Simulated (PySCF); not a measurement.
Excitations are Tamm–Dancoff values on a coarser integration grid. The basis has no diffuse functions, so Rydberg states are missing or too high.

HAlBr2, SMILES `[Br][AlH][Br]` (charge 0, multiplicity 1)

Computed with r2SCAN-D4/def2-TZVP (PySCF).

The HOMO is -7.73 eV, the dipole moment comes out as 0.83 D and the LUMO comes out as -2.09 eV. The HOMO–LUMO gap is 5.64 eV. The S1 excitation (TDA) comes out as 5.64 eV, the S1 oscillator strength is 0.000 and the T1 excitation (TDA) is 5.49 eV. The S1–T1 gap (TDA) is 0.15 eV, the total energy is -146708.16 eV and the cost is about 120 core-seconds (a rough figure).

Bonded distances (Å): Br1–Al2 2.243, Al2–Br3 2.243, Al2–H4 1.564. Angles (°): Br1–Al2–Br3 118.7, Br1–Al2–H4 120.7, Br3–Al2–H4 120.7.
